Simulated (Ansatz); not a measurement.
Single points on the cluster Mg3O3⁺.

```yaml
crystal:
  periodic: [false, false, false]
  atoms:
    - {symbol: Mg, position_ang: [1.172676, -1.003705, 0.035819]}
    - {symbol: Mg, position_ang: [-2.427270, -0.709651, -0.206193]}
    - {symbol: Mg, position_ang: [0.441308, 1.475898, 0.101305]}
    - {symbol: O, position_ang: [-0.674497, -0.219106, 0.730305]}
    - {symbol: O, position_ang: [2.051344, 0.600359, 0.174242]}
    - {symbol: O, position_ang: [-0.563560, -0.143795, -0.835478]}
basis:
  gaussian: {orbitals: def2-TZVP, initial_orbitals: start.molden}
total_charge: 1
magnetization: {spin_polarized: true, initial_magnetization: 1}
hamiltonian: {xc: pbe0, dispersion: d4}
scf: {omitted_lower_state_checks: [starts]}
output: {orbitals: {seedname: orbitals}}
```

The file start.molden holds the orbitals of an earlier run on this structure, at another level or in another basis.

```sh
$ ansatz run in.yaml --threads 4 --pin off --events-out ev --progress --plain --max-ram 4787MiB
```

It prints (some lines left out):

```
Functional definition: PBE0
1317 factors; their error is unknown
mean field evaluation 1: about -22452.2461 eV, gradient 1.2e2 eV
mean field evaluation 2: about -22456.2118 eV, gradient 4.4e0 eV
mean field evaluation 4: about -22456.3694 eV, gradient 1.0e-2 eV
mean field evaluation 8: about -22456.4513 eV, gradient 2.4e-5 eV
mean field -22456.45132678 eV, -825.2593647297 hartree, gradient 2.4e-5 eV, S^2 0.750592; 0 other end points of the search recorded, 0 dependent functions left out
reference -22456.45137450 eV, -825.2593664833 hartree; 30, 29 occupied and 159, 160 virtual orbitals, 1317 factors
Total energy: -22456.57949122 eV, -825.2640746860 hartree
Checks for a lower state left out: starts
```

It took 4.6 s on 4 threads of AMD EPYC 7B13 on a shared host, peak host memory 0.72 GiB.

The first input with `hamiltonian: {xc: {name: BLYP}, dispersion: d4}` (abridged; 2.9 s):

```
Functional definition: BLYP
mean field -22472.03139248 eV, -825.8319215837 hartree, gradient 1.9e-5 eV, S^2 0.751057
Total energy: -22472.36690650 eV, -825.8442514964 hartree
Checks for a lower state left out: starts
```

The first input with `gaussian: {orbitals: def2-SVP, initial_orbitals: start.molden}` (abridged; 2.9 s):

```
Functional definition: PBE0
mean field -22443.17442517 eV, -824.7714475950 hartree, gradient 2.2e-5 eV, S^2 0.750557
Total energy: -22443.30258659 eV, -824.7761574401 hartree
Checks for a lower state left out: starts
```

As the first input, with `gaussian: {orbitals: def2-SVP, initial_orbitals: start.molden}`, `correlation: {method: ccsd_t}`, `scf: {omitted_lower_state_checks: [starts, cluster_reference]}` and without the key `hamiltonian` (abridged; 35 s):

```
Functional definition: HF
mean field evaluation 16: about -22390.7034 eV, gradient 7.9e-5 eV
mean field -22390.70341524 eV, -822.8431735461 hartree, gradient 2.3e-6 eV, S^2 0.978893
6 core orbitals not correlated: weight in the atoms' cores, before any rotation towards them, 1.000 or more for the frozen orbitals, at most 0.000 for the correlated occupied ones
second order -17.13060501 eV of doubles, -0.00000000 eV of singles
cycle   1  -16.60129385 eV  change    5.3e-1 eV  update   1.7e-1
cycle   2  -17.26076529 eV  change   -6.6e-1 eV  update   7.2e-2
cycle   3  -17.60061806 eV  change   -3.4e-1 eV  update   5.3e-2
cycle   4  -17.73195710 eV  change   -1.3e-1 eV  update   2.9e-2
cycle   5  -17.74768755 eV  change   -1.6e-2 eV  update   1.5e-2
cycle   6  -17.77046630 eV  change   -2.3e-2 eV  update   7.3e-3
cycle   7  -17.77972410 eV  change   -9.3e-3 eV  update   3.0e-3
cycle   8  -17.78187531 eV  change   -2.2e-3 eV  update   1.3e-3
cycle   9  -17.78182499 eV  change    5.0e-5 eV  update   5.7e-4
cycle  10  -17.78226900 eV  change   -4.4e-4 eV  update   3.0e-4
cycle  11  -17.78201482 eV  change    2.5e-4 eV  update   1.8e-4
cycle  12  -17.78191072 eV  change    1.0e-4 eV  update   9.2e-5
cycle  13  -17.78199174 eV  change   -8.1e-5 eV  update   5.2e-5
cycle  14  -17.78198314 eV  change    8.6e-6 eV  update   2.6e-5
perturbative correction -0.59197032 eV, -0.0217545079 hartree
Total energy: -22409.07736870 eV, -823.5184038815 hartree
Checks for a lower state left out: starts, cluster_reference
```

As the first input, with `correlation: {method: mp2}` and without the key `hamiltonian` (abridged; 5 s):

```
Functional definition: HF
mean field -22404.11944182 eV, -823.3362034291 hartree, gradient 2.0e-6 eV, S^2 0.984088
6 core orbitals not correlated: weight in the atoms' cores, before any rotation towards them, 1.000 or more for the frozen orbitals, at most 0.000 for the correlated occupied ones
second order -34.40861659 eV of doubles, -0.00000000 eV of singles
Total energy: -22438.52805840 eV, -824.6006967658 hartree
Checks for a lower state left out: starts
```

As the first input, with `hamiltonian: {xc: lda}` (abridged; 1.6 s):

```
Functional definition: SPW92
mean field -22351.71556079 eV, -821.4103963222 hartree, gradient 2.3e-5 eV, S^2 0.750800
Total energy: -22351.71561432 eV, -821.4103982894 hartree
Checks for a lower state left out: starts
```

First input, but with `hamiltonian: {xc: r2scan, dispersion: d4}` (abridged; 6 s):

```
Functional definition: r2SCAN
mean field -22467.01055694 eV, -825.6474092808 hartree, gradient 2.4e-5 eV, S^2 0.750836
Total energy: -22467.04301999 eV, -825.6486022760 hartree
Checks for a lower state left out: starts
```

Geometry: r2SCAN-D4/def2-SVP.

Correlated methods freeze 6 core orbitals; core or outer-core shells of Mg are correlated, in sets that lack core-valence functions. The structure holds 1 bond(s) between oxygen atoms. At CCSD(T)/def2-SVP, MP2/def2-TZVP the charge 1 doublet is spin-contaminated (final ⟨S²⟩ up to 0.98, 0.75 for a pure state). Another isomer (doublet) lies 0.85 eV lower at PBE0-D4/def2-TZVP; other spin states weren't run for this one.
